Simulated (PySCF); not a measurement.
## Where the electron goes

Species: C5H12O2Si.
SMILES with atom numbers: `[CH3:1][O:2][SiH2:3][O:4][CH2:5][CH:6]1[CH2:7][CH2:8]1` (hydrogens: H9, H10, H11 on C1; H12, H13 on Si3; H14, H15 on C5; H16 on C6; H17, H18 on C7; H19, H20 on C8)

Geometry (PBE0-D3(BJ)/def2-SVP, Å), atoms numbered from 1 in this order:
```
atom  x, y, z in Å
C1     3.399    0.454   -0.482
O2     2.541   -0.602   -0.144
Si3    1.372   -0.514    1.030
O4     0.244    0.645    0.671
C5    -0.551    0.667   -0.494
C6    -1.768   -0.207   -0.382
C7    -2.931    0.255    0.441
C8    -3.045    0.210   -1.053
H9     4.113    0.102   -1.242
H10    3.978    0.811    0.390
H11    2.850    1.316   -0.900
H12    0.793   -1.883    1.071
H13    1.944   -0.083    2.335
H14    0.046    0.369   -1.377
H15   -0.866    1.711   -0.656
H16   -1.557   -1.282   -0.367
H17   -3.478   -0.487    1.029
H18   -2.848    1.234    0.923
H19   -3.664   -0.567   -1.508
H20   -3.049    1.159   -1.597
```

Computed with TDDFT wB97X-D/def2-SVPD, vertical, gas phase, core orbitals frozen in the response (PySCF 2.14.0, density-fitted response routines).

Kohn–Sham orbitals with the atoms that hold most of them (Löwdin shares over 4%, at most four atoms; ? is withheld):

```json
{"orbital": "HOMO-3", "ε (eV)": "-10.53", "atoms": "O2 25%, C6 13%, C7 10%, O4 9%"}
{"orbital": "HOMO-2", "ε (eV)": "-10.30", "atoms": "O2 46%, C1 12%, O4 9%, H10 6%"}
{"orbital": "HOMO-1", "ε (eV)": "-10.08", "atoms": "?"}
{"orbital": "HOMO", "ε (eV)": "-9.98", "atoms": "?"}
{"orbital": "LUMO", "ε (eV)": "?", "atoms": "Si3 22%, C1 16%, O2 8%, C5 6%"}
{"orbital": "LUMO+1", "ε (eV)": "2.58", "atoms": "Si3 26%, O4 13%, H12 10%, C7 9%"}
{"orbital": "LUMO+2", "ε (eV)": "2.67", "atoms": "Si3 26%, O2 11%, H12 11%, H13 10%"}
```

**Question.** Give the leading atoms of the HOMO.

**Answer.** O4 (bonded to C and Si) 34%; C6 (bonded to 3 C and H) 14%; C8 (bonded to 2 C and 2 H) 11%; O2 (bonded to C and Si) 8%. By element: oxygen 42%, carbon 25% or more.

**Question.** Which atoms hold the HOMO-1, and with what shares?

**Answer.** C7 (bonded to 2 C and 2 H) 19%; O4 (bonded to C and Si) 18%; C6 (bonded to 3 C and H) 14%; C5 (bonded to C, O and 2 H) 11%. By element: carbon 44% or more, oxygen 18% or more.

**Question.** What is the LUMO energy, and the HOMO–LUMO gap?

**Answer.** ε(LUMO) = 2.19 eV; the gap is 12.18 eV (0.4475 hartree).

**Question.** How does S1 compare with the orbital gap of 12.18 eV?

**Answer.** S1 is at 7.89 eV (f = 0.0026), 4.29 eV below the gap, made of HOMO→LUMO (40%), HOMO-2→LUMO (23%). 

Next come S2 at 8.05 eV (f 0.0046), HOMO-2→LUMO (28%), HOMO→LUMO (15%), HOMO-1→LUMO (12%); S3 at 8.10 eV (f 0.013), HOMO-1→LUMO (33%), HOMO-3→LUMO (16%), HOMO→LUMO+1 (10%); S4 at 8.24 eV (f 0.018), HOMO→LUMO+1 (32%), HOMO-2→LUMO (15%), HOMO→LUMO+2 (11%); S5 at 8.38 eV (f 0.014), HOMO-1→LUMO+1 (38%), HOMO-1→LUMO+2 (10%).

Löwdin shares depend on the basis, the more so with diffuse functions.

Rough CPU time on one thread of a shared machine: about 90 s.

One conformer stands for the species.
